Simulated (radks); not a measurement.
Values are calculated unless marked as measured or tabulated.
Hg3+, configuration [Xe] 4f14 5d9. Level of theory: Dirac Kohn-Sham, exchange-only LDA, spin-unpolarised, spherical densities, finite nucleus; open shells fill j = l - 1/2 first; Fermi nuclear charge, rms radius 5.4648 fm (a radial shooting solver on a logarithmic mesh with Libxc functionals).

Radial electron density D(r) = 4 pi r^2 rho(r):

```
   r/bohr * D(r) (the largest magnitude, 145, reaches the edge; | marks zero)
 0.001109 |    *
 0.001468 |      *
 0.001957 |          *
  0.00259 |               *
 0.003454 |                     *
  0.00457 |                           *
 0.006047 |                                   *
 0.008066 |                                        *
  0.01067 |                                           *
  0.01423 |                                          *
  0.01883 |                                       *
  0.02512 |                                       *
  0.03324 |                                             *
  0.04397 |                                                      *
  0.05865 |                                                      *
   0.0776 |                                              *
   0.1035 |                                             *
   0.1369 |                                                    *
   0.1827 |                                           *
   0.2417 |                             *
   0.3198 |                                *
   0.4265 |                               *
   0.5643 |                 *
   0.7527 |         *
   0.9959 |       *
    1.328 |    *
    1.757 | *
    2.325 |*
    3.101 *
    4.104 *
```

D(r) has 4 maxima, at r = 0.0112, 0.0512, 0.141, 0.366 bohr, and minima at 0.0219, 0.0911, 0.260 bohr, inside which lie 2.02, 11.04, 29.98 electrons.
